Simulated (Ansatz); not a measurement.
Cost and result up the ladder for Zn2Br3 (the lowest doublet isomer of a short search) (5 atoms). The state is a doublet with charge 0. Geometry: PBE-D4/def2-SVP.

```tsv
atom	x (Å)	y (Å)	z (Å)
Zn1	2.3308	-0.7379	-0.2800
Zn2	-0.7761	0.2523	0.0923
Br3	0.1606	-1.9950	0.2267
Br4	1.2076	1.5640	-0.4223
Br5	-2.9229	0.9165	0.3833
```

Ansatz on 4 threads of Arm Neoverse V1 on a shared host. Times are rough, and most runs start from the orbitals of an earlier one. PBE0-D4/def2-TZVP serves as the yardstick here, not as an exact answer. Differences are given only for rows in sets of like size (and for xTB, whose basis is part of the method), since another set adds its own error. Binding counts from free atoms at the same level (Zn singlet, Br doublet; other spins of the atoms weren't run), without zero-point energy or a counterpoise term.

Correlated methods freeze 45 core orbitals; core or outer-core shells of Br are correlated, in sets that lack core-valence functions. The structure comes from a short search, and lower isomers may exist.

Run but left out: HF/STO-3G (⟨S²⟩ 3.70, where a pure state has 0.75).

Correlated methods converge slowly with the basis.

| level | functions | wall time | binding energy per atom (eV) | difference from PBE0-D4/def2-TZVP (eV) |
| --- | --- | --- | --- | --- |
| PBE-D4/def2-SVP | 158 | 3.8 s | 1.89 | – |
| LDA (SPW92)/def2-TZVP | 240 | 4 s | 2.09 | 0.28 |
| PBE0-D4/def2-SVP | 158 | 8.5 s | 1.90 | – |
| PBE-D4/def2-TZVP (with forces) | 240 | 9 s | 1.77 | -0.04 |
| RPA@PBE/def2-TZVP | 240 | 15 s | 1.46 | -0.35 |
| MP2/def2-TZVP | 240 | 18 s | 1.86 | 0.05 |
| PBE0-D4/def2-TZVP | 240 | 18 s | 1.81 | 0.00 |
| r2SCAN-D4/def2-TZVP | 240 | 18 s | 1.88 | 0.07 |
| PBE-QIDH/def2-TZVP | 240 | 28 s | 1.87 | 0.06 |
